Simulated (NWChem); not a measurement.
System: C₂H₅O, doublet; SMILES C[CH]O

Here is an NWChem input.

```
start job
memory heap 200 mb stack 900 mb global 1100 mb
geometry units angstroms noautosym nocenter noautoz
  C     -0.216893    -1.220610    -0.007401
  C      0.492894     0.079832    -0.142557
  O     -0.280168     1.177710     0.165072
  H      0.405005    -2.034717    -0.394734
  H     -0.470962    -1.462183     1.040135
  H     -1.159293    -1.209231    -0.569718
  H      1.556617     0.153548     0.090802
  H      0.265234     1.974870     0.089954
end
basis spherical
  * library def2-svp
end
dft
  odft
  mult 2
  xc m06-2x
  iterations 150
end
cosmo
  do_cosmo_smd true
  solvent dmf
end
task dft energy
```

Excerpt of the output:

```
             Northwest Computational Chemistry Package (NWChem) 7.3.0
             --------------------------------------------------------

                             Geometry "geometry" -> ""
                             -------------------------

 Output coordinates in angstroms (scale by  1.889725989 to convert to a.u.)

  No.       Tag          Charge          X              Y              Z
 ---- ---------------- ---------- -------------- -------------- --------------
    1 C                    6.0000    -0.21689300    -1.22061000    -0.00740100
    2 C                    6.0000     0.49289400     0.07983200    -0.14255700
    3 O                    8.0000    -0.28016800     1.17771000     0.16507200
    4 H                    1.0000     0.40500500    -2.03471700    -0.39473400
    5 H                    1.0000    -0.47096200    -1.46218300     1.04013500
    6 H                    1.0000    -1.15929300    -1.20923100    -0.56971800
    7 H                    1.0000     1.55661700     0.15354800     0.09080200
    8 H                    1.0000     0.26523400     1.97487000     0.08995400

 Effective nuclear repulsion energy (a.u.)      74.7634297827

                                 NWChem DFT Module
                                 -----------------

 Summary of "ao basis" -> "ao basis" (spherical)
 ------------------------------------------------------------------------------
       Tag                 Description            Shells   Functions and Types
 ---------------- ------------------------------  ------  ---------------------
 C                          def2-svp                 6       14   3s2p1d
 O                          def2-svp                 6       14   3s2p1d
 H                          def2-svp                 3        5   2s1p

 in cosmo_initialize ...
 calling solv_data for solv:dmf

 solvent parameters
 solvname_short: dmf
 solvname_long:  N,N-dimethylformamide
 dielec:       37.2190
 dielecinf:     2.0463
 nonaqueous SMD model solvent descriptors
 dielec:       37.2190
 sola:          0.0000
 solb:          0.7400
 solc:          0.0000
 solg:         49.5600
 solh:          0.0000
 soln:          1.4305

          ---------------
          -cosmo- solvent
          ---------------
 Cosmo: York-Karplus, doi: 10.1021/jp992097l
 dielectric constant -eps-     =  37.22
 screen = (eps-1)/(eps    )    =   0.97313
 surface charge correction     = lagrangian

   van der Waals surface
 --------------------------

 ---------- ATOMIC COORDINATES (A.U.) ------------ VDWR(ANG.) --
     1   -0.40986834   -2.30661844   -0.01398586     1.850
     2    0.93143460    0.15086061   -0.26939367     1.850
     3   -0.52944075    2.22554919    0.31194085     2.294
     4    0.76534847   -3.84505759   -0.74593910     1.200
     5   -0.88998913   -2.76312522    1.96557014     1.200
     6   -2.19074611   -2.28511525   -1.07661091     1.200
     7    2.94157960    0.29016365    0.17159090     1.200
     8    0.50121958    3.73196316    0.16998841     1.200
 number of segments per atom =        128
 number of   points per atom =        128
 atom (   nspa,  nppa )
 ----------------------
    1 (     52,     0 )       0
    2 (     33,     0 )       0
    3 (     97,     0 )       0
    4 (     54,     0 )       0
    5 (     53,     0 )       0
    6 (     51,     0 )       0
    7 (     49,     0 )       0
    8 (      1,     0 )       0
 number of -cosmo- surface points =      390
 molecular surface =     96.229 angstrom**2
 molecular volume  =     78.366 angstrom**3
 -lineq- algorithm             =   0
 -bem- low  level              =   3
 -bem- from -octahedral-
 gaussian surface charge width =   4.50000
 degree of switching           =   1.00000
 switching function tolerance  =   0.00010
 atomic radii =
 --------------
    1  6.000  1.850
    2  6.000  1.850
    3  8.000  2.294
    4  1.000  1.200
    5  1.000  1.200
    6  1.000  1.200
    7  1.000  1.200
    8  1.000  1.200
 ...... end of -cosmo- initialization ......

 nat:                     8
 ixmem:                  3618
 calling mnsol_interface()
 G(SMD-CDS) energy (kcal/mol)  =    -0.187
 SMD-CDS SASA (angstrom**2)    =   106.576

[...]

                                COSMO-SMD solvation results
                                ---------------------------

             internal energy in gas <Psi(g)|H|Psi(g)> =      -154.183836098067
         internal energy in solvent <Psi(s)|H|Psi(s)> =      -154.183386447110
                               delta internal energy  =         0.000449650957 (    0.28 kcal/mol)
   total free energy in solvent <Psi(s)|H+V/2|Psi(s)> =      -154.188950933358
 polarization energy contribution <Psi(s)|V/2|Psi(s)> =        -0.005564486248 (   -3.49 kcal/mol)
    total free energy in solvent including G(SMD-CDS) =      -154.189248391746
                       G(SMD-CDS) energy contribution =        -0.000297458388 (   -0.19 kcal/mol)
     1 M fixed-concentration free energy of solvation =        -0.005412293678 (   -3.40 kcal/mol)

                    DFT Final Alpha Molecular Orbital Analysis
                    ------------------------------------------

 Vector   11  Occ=1.000000D+00  E=-4.346508D-01
              MO Center= -3.4D-01, -1.9D-01,  1.3D-01, r^2= 2.5D+00
   Bfn.  Coefficient  Atom+Function         Bfn.  Coefficient  Atom+Function
  ----- ------------  ---------------      ----- ------------  ---------------
    34      0.415559  3 O  pz                 6     -0.302987  1 C  pz
    37      0.296538  3 O  pz                48     -0.236363  5 H  s
    53      0.229703  6 H  s                  9     -0.159368  1 C  pz
     4     -0.118320  1 C  px                49     -0.081142  5 H  s
    54      0.079937  6 H  s                 20      0.074236  2 C  pz

 Vector   12  Occ=1.000000D+00  E=-4.060260D-01
              MO Center=  1.3D-01,  2.9D-01,  1.9D-02, r^2= 2.2D+00
   Bfn.  Coefficient  Atom+Function         Bfn.  Coefficient  Atom+Function
  ----- ------------  ---------------      ----- ------------  ---------------
    32      0.390134  3 O  px                18     -0.305797  2 C  px
    58     -0.279640  7 H  s                 35      0.268486  3 O  px
     4      0.205793  1 C  px                31     -0.161308  3 O  s
    63      0.159415  8 H  s                  5      0.156350  1 C  py
    59     -0.131629  7 H  s                 53     -0.130467  6 H  s

 Vector   13  Occ=1.000000D+00  E=-2.202134D-01
              MO Center=  3.0D-01,  1.4D-01, -1.7D-01, r^2= 1.8D+00
   Bfn.  Coefficient  Atom+Function         Bfn.  Coefficient  Atom+Function
  ----- ------------  ---------------      ----- ------------  ---------------
    20      0.556285  2 C  pz                23      0.473006  2 C  pz
    34     -0.323839  3 O  pz                37     -0.312250  3 O  pz
    17     -0.265443  2 C  s                 49     -0.197648  5 H  s
    48     -0.170058  5 H  s                 54      0.121736  6 H  s
    53      0.105749  6 H  s                 59      0.105174  7 H  s

 Vector   14  Occ=0.000000D+00  E= 1.033902D-01
              MO Center=  6.1D-01,  1.4D+00,  7.2D-02, r^2= 4.4D+00
   Bfn.  Coefficient  Atom+Function         Bfn.  Coefficient  Atom+Function
  ----- ------------  ---------------      ----- ------------  ---------------
    64      1.167712  8 H  s                  3     -0.816362  1 C  s
    31     -0.760802  3 O  s                 59      0.762777  7 H  s
    44      0.575748  4 H  s                 17     -0.460341  2 C  s
    21     -0.450704  2 C  px                49      0.278637  5 H  s
    36     -0.247629  3 O  py                54      0.185201  6 H  s

 Vector   15  Occ=0.000000D+00  E= 1.354078D-01
              MO Center= -4.5D-01, -1.3D+00,  2.9D-02, r^2= 5.6D+00
   Bfn.  Coefficient  Atom+Function         Bfn.  Coefficient  Atom+Function
  ----- ------------  ---------------      ----- ------------  ---------------
     3      3.022688  1 C  s                 54     -1.332520  6 H  s
    49     -1.228886  5 H  s                 44     -1.106262  4 H  s
    17     -0.532991  2 C  s                 64      0.437384  8 H  s
    22      0.313194  2 C  py                 7     -0.237923  1 C  px
    31     -0.210938  3 O  s                  8     -0.193964  1 C  py

 Vector   16  Occ=0.000000D+00  E= 1.678106D-01
              MO Center=  8.3D-01, -1.3D-01, -1.3D-01, r^2= 5.8D+00
   Bfn.  Coefficient  Atom+Function         Bfn.  Coefficient  Atom+Function
  ----- ------------  ---------------      ----- ------------  ---------------
    59     -1.677110  7 H  s                 17      1.635038  2 C  s
    54      1.059310  6 H  s                  3     -0.709895  1 C  s
    44     -0.700702  4 H  s                 64      0.602356  8 H  s
     8     -0.503500  1 C  py                31     -0.474364  3 O  s
    21      0.415968  2 C  px                 7      0.410640  1 C  px

                     DFT Final Beta Molecular Orbital Analysis
                     -----------------------------------------

 Vector   10  Occ=1.000000D+00  E=-4.452628D-01
              MO Center= -6.6D-02, -1.2D+00, -1.6D-01, r^2= 1.8D+00
   Bfn.  Coefficient  Atom+Function         Bfn.  Coefficient  Atom+Function
  ----- ------------  ---------------      ----- ------------  ---------------
    43      0.367980  4 H  s                  5     -0.330749  1 C  py
     4      0.268781  1 C  px                53     -0.186720  6 H  s
    33     -0.171914  3 O  py                44      0.153162  4 H  s
     8     -0.148341  1 C  py                31      0.129683  3 O  s
    19      0.127183  2 C  py                63     -0.124598  8 H  s

[...]
```

Level: M06-2X/def2-SVP, spin-unrestricted, SMD on the gas-phase geometry. Geometry: optimised at B3LYP/6-31G* (spherical d), spin-unrestricted. No stability test was run on the SCF state. Solvent: N,N-dimethylformamide.
